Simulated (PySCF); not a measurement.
C2H6Te, charge -1, doublet, at the geometry of the source list (a state made from the parent by changing its charge; the spin is typed, not shown lowest) (all electrons, no relativity) (in this run its highest filled SCF level lies above zero, so its values depend strongly on the basis, on diffuse functions most of all). Base run: PBE0/3-21G run with PySCF.

The PySCF input:
```python
from pyscf import gto, scf, dft

mol = gto.M(
    atom='''
C     1.58710000   -0.09640000    0.02730000
Te    0.06580000    0.68660000   -1.30570000
C    -1.58550000    0.10180000   -0.03050000
H     2.04770000   -0.97560000   -0.40480000
H     2.34410000    0.65480000    0.20250000
H     1.12590000   -0.36030000    0.96760000
H    -1.21530000   -0.55540000    0.74240000
H    -2.32110000   -0.42430000   -0.62090000
H    -2.04860000    0.96880000    0.42210000
''',
    basis='3-21g',
    charge=-1,
    spin=1,
    verbose=4,
)

mf = dft.UKS(mol)
mf.xc = 'pbe0'
mf.kernel()
mf.analyze()
```

Each row names what was changed in the base input (with any setting that the change needs).

```json
[
 {"change": "base", "basis functions": "61", "E (Eh)": "-6664.16977", "HOMO (eV)": "3.90"},
 {"change": "basis = jorge-DZP-DKH; relativity = spin-free X2C; nucleus = Gaussian (with nucmod='G')", "basis functions": "108", "E (Eh)": "-6867.48564", "HOMO (eV)": "3.37"},
 {"change": "basis = x2c-TZVPall; relativity = spin-free X2C; nucleus = Gaussian (with nucmod='G')", "basis functions": "158", "E (Eh)": "-6873.09834", "HOMO (eV)": "3.15"},
 {"change": "basis = jorge-DZP-DKH; relativity = spin-free X2C", "basis functions": "108", "E (Eh)": "-6867.66965", "HOMO (eV)": "3.37"},
 {"change": "basis = ANO-RCC-VDZP; relativity = none", "basis functions": "101", "E (Eh)": "-6477.19285", "HOMO (eV)": "2.39"},
 {"change": "basis = jorge-DZP-DKH; relativity = none", "basis functions": "108", "E (Eh)": "-6624.28221", "HOMO (eV)": "3.23"},
 {"change": "basis = x2c-TZVPall; relativity = spin-free X2C", "basis functions": "158", "E (Eh)": "-6873.28244", "HOMO (eV)": "3.15"},
 {"change": "basis = ANO-RCC-VDZP; relativity = spin-free X2C; nucleus = Gaussian (with nucmod='G')", "basis functions": "101", "E (Eh)": "-6872.90576", "HOMO (eV)": "2.69"},
 {"change": "basis = x2c-TZVPall; relativity = none", "basis functions": "158", "E (Eh)": "-6554.26998", "HOMO (eV)": "3.04"},
 {"change": "basis = ANO-RCC-VDZP; relativity = spin-free X2C", "basis functions": "101", "E (Eh)": "-6873.12305", "HOMO (eV)": "2.69"}
]
```

Total energies compare only within one method and basis.

Open shells are given as the SCF converged; they aren't shown to be the lowest states, and a large step between rows can be another state.

Basis sets contracted for a relativistic Hamiltonian are a mismatch without it, so the rows without relativity aren't non-relativistic limits. No row has spin-orbit coupling; sets with core potentials leave out the core electrons.
